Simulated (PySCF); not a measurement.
Optical rotation: `CC[C@@H]1CO[C@@H](F)C1`, C6H11FO

Geometry:
```tsv
atom	x (Å)	y (Å)	z (Å)
C1	-2.457	-0.156	0.371
C2	-1.279	0.707	-0.063
C3	-0.019	-0.117	-0.307
C4	0.566	-0.758	0.965
O5	1.990	-0.636	0.887
C6	2.343	-0.121	-0.330
F7	2.570	-1.156	-1.238
C8	1.165	0.709	-0.825
H9	-2.244	-0.656	1.313
H10	-2.670	-0.914	-0.379
H11	-3.346	0.456	0.501
H12	-1.537	1.228	-0.988
H13	-1.077	1.463	0.699
H14	-0.240	-0.905	-1.033
H15	0.248	-0.231	1.871
H16	0.306	-1.815	1.057
H17	3.302	0.402	-0.249
H18	1.194	1.690	-0.352
H19	1.174	0.820	-1.906
```

Method: TDDFT B3LYP/def2-SVPD circular dichroism and optical rotation, one conformer, gas phase (PySCF 2.14.0). Geometry: GFN2-xTB.

The molecule is flexible and this is one conformer; a measurement averages over conformers. States above about 8.0 eV (minus the energy of the highest occupied orbital) lie near or above the ionisation threshold and depend on the basis.

Stereocentres: C3 S, C6 S.

Task: Give the optical rotatory dispersion at 633, 589.3, 546, 436, 405, 365, 355 nm.

Result: [α] in deg dm⁻¹ (g/mL)⁻¹:
| λ (nm) | origin-invariant length gauge | modified velocity gauge | length gauge (centre of mass) | isotropic polarisability (au) |
| --- | --- | --- | --- | --- |
| 633 | -104.6 | -110.9 | -104.8 | 76.0 |
| 589.3 | -121.8 | -129.1 | -122.0 | 76.2 |
| 546 | -143.4 | -152.0 | -143.7 | 76.4 |
| 436 | -235.2 | -249.1 | -235.7 | 77.5 |
| 405 | -278.1 | -294.4 | -278.6 | 78.0 |
| 365 | -354.3 | -374.7 | -354.8 | 78.8 |
| 355 | -378.5 | -400.2 | -378.9 | 79.1 |

Task: And for the mirror image at 589.3 nm?

Result: +121.8 deg dm⁻¹ (g/mL)⁻¹ (origin-invariant length gauge): the same size and the opposite sign.

Task: What is the molar rotation [Φ] = [α]·M/100 of the geometry above at 589.3 nm?

Result: With M = 118.15 g/mol, -143.8 deg cm² dmol⁻¹ (origin-invariant length gauge).

The first excitation lies at 7.49 eV (166 nm) with R = +1.4 × 10⁻⁴⁰ esu² cm² (velocity form).
